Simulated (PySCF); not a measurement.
Ge(OH)3(OMe) (CH₆GeO₄), SMILES [OH][Ge]([O]C)([OH])[OH]. Atoms are numbered in the order given.

```xyz
12

C      2.4095    -0.4828    -0.0956
O      1.4033     0.4985     0.0915
Ge    -0.3046     0.0721     0.0110
O     -0.9244    -0.8887     1.3574
O     -1.1777     1.6044     0.0190
O     -0.5120    -0.9221    -1.4323
H      2.2281    -1.0940    -0.9967
H      2.4841    -1.1599     0.7750
H      3.3741     0.0358    -0.2116
H     -1.1775    -0.3343     2.1084
H     -0.6542     2.3124    -0.3818
H     -1.2785    -1.5069    -1.3579
```
Charge 0, spin multiplicity 1.

Geometry: B3LYP-D3(BJ)/def2-SVP. The values are those of a single conformer.

Two levels are set side by side: PBE/pcSseg-1 (PySCF) and B3LYP/pcSseg-1 (PySCF). GIAO shifts against GeH4 (⁷³Ge), H2O (¹⁷O), TMS (¹H), TMS (¹³C) at the same level; non-relativistic, no solvent, atoms listed together averaged. Differences are taken from unrounded values.

```
quantity              B3LYP
--------------------  -----
δ(¹³C) of C1 (ppm)     58.4
δ(¹⁷O) of O2 (ppm)     45.3
δ(⁷³Ge) of Ge3 (ppm)  312.3
```

Question: What does PBE give, and how far is it from B3LYP? (The exact figures need the calculation; the answer reports its results.)

Answer: 
```json
[
 {"quantity": "δ(¹³C) of C1 (ppm)", "PBE": "59.3", "PBE minus B3LYP": "0.9"},
 {"quantity": "δ(¹⁷O) of O2 (ppm)", "PBE": "57.4", "PBE minus B3LYP": "12.2"},
 {"quantity": "δ(⁷³Ge) of Ge3 (ppm)", "PBE": "341.2", "PBE minus B3LYP": "28.9"}
]
```

Rough cost on one machine, each run with all the roots and properties that it gave: B3LYP against PBE within a factor of 2.
